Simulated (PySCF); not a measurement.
# Telling isomers of C$_{6}$H$_{8}$FOP apart by NMR

Rapidly exchanging positions averaged, gas phase, one computed conformer, non-relativistic Hamiltonian. Geometry: GFN2-xTB; σ from GIAO-PBE0/pcSseg-1; PySCF 2.14.

Referencing at the same level of theory: ¹H, ¹³C vs TMS. Splittings of carbon signals by F and P are missing where no couplings were computed. Where no couplings were computed, multiplicities follow the n + 1 count of equivalent neighbours, and m marks all less simple cases (inequivalent or close neighbours, rings, F or P nearby). Shifts are as computed. Against solution values, carbons near 30 ppm lie about +3 ppm off and those near 130 ppm about +5 ppm. Of 1211 compounds with measured shifts, 218 miss one by over three times the rms of a fit or turn the order of signals round; such compounds aren't used in these exercises.

(1) Tabulate the signals of `C#C[P@@]1(=O)C[C@H](F)[C@H]1C`, `CC1=C(F)[P@@]1(=O)C1CC1`, `COC(F)=C=PC1CC1`, `COc1ccc(F)p1C` and their relative energies.

(2) What is the quickest way to tell CC1=C(F)[P@@]1(=O)C1CC1 from COC(F)=C=PC1CC1?

(3) What is the quickest way to tell CC1=C(F)[P@@]1(=O)C1CC1 from COc1ccc(F)p1C?

(4) What is the quickest way to tell C#C[P@@]1(=O)C[C@H](F)[C@H]1C from COc1ccc(F)p1C?

Results:

(1) 
| SMILES | carbon types | δC | δH | E rel. (kcal/mol) |
| --- | --- | --- | --- | --- |
| C#C[P@@]1(=O)C[C@H](F)[C@H]1C | 1×C 3×CH 1×CH2 1×CH3 | 99.5, 86.7, 82.7, 61.3, 50.0, 15.4 | 4.34 (m, 1H), 3.25 (m, 1H), 3.17 (m, 1H), 3.00 (m, 1H), 2.46 (m, 1H), 1.52 (m, 3H) | 8.9 |
| CC1=C(F)[P@@]1(=O)C1CC1 | 2×C 1×CH 2×CH2 1×CH3 | 187.2, 147.8, 14.5, 11.9, 4.8, 4.3 | 2.23 (m, 3H), 1.14 (m, 1H), 1.07 (m, 1H), 0.88 (m, 1H), 0.83 (m, 1H), 0.44 (m, 1H) | 17.6 |
| COC(F)=C=PC1CC1 | 2×C 1×CH 2×CH2 1×CH3 | 245.0, 185.9, 55.3, 21.6, 18.7 | 4.00 (s, 3H), 1.39 (m, 1H), 1.02 (m, 2H), 0.83 (m, 2H) | 37.7 |
| COc1ccc(F)p1C | 2×C 2×CH 2×CH3 | 181.1, 179.0, 119.5, 103.2, 57.7, 13.6 | 6.17 (m, 1H), 5.30 (m, 1H), 3.76 (s, 3H), 1.63 (m, 3H) | 0.0 |

Energies are electronic energies at PBE0/pcSseg-1 on these geometries, without zero-point or thermal terms, each for the one conformer computed, which needn't be the lowest.

(2) Count the carbon signals: 6 against 5. The first has an allylic methyl carbon (CH3) at 11.9 ppm, the second a cumulene carbon (C) at 245.0 ppm. Their most deshielded carbons lie at 187.2 and 245.0 ppm. In the proton spectra the most deshielded non-exchanging signals are 2.23 (m, 3H) and 4.00 (s, 3H).

(3) Both give the same number of carbon signals, but DEPT or the intensities differ. The first has a three-membered-ring carbon (CH) at 14.5 ppm, the second a unsaturated ring CH at 119.5 ppm. Their most deshielded carbons lie at 187.2 and 181.1 ppm. In the proton spectra the most deshielded non-exchanging signals are 2.23 (m, 3H) and 6.17 (m, 1H).

(4) Both give the same number of carbon signals, but DEPT or the intensities differ. The first has an alkyne carbon (C) at 82.7 ppm, the second a unsaturated ring carbon (C) at 181.1 ppm. Their most deshielded carbons lie at 99.5 and 181.1 ppm. In the proton spectra the most deshielded non-exchanging signals are 4.34 (m, 1H) and 6.17 (m, 1H).
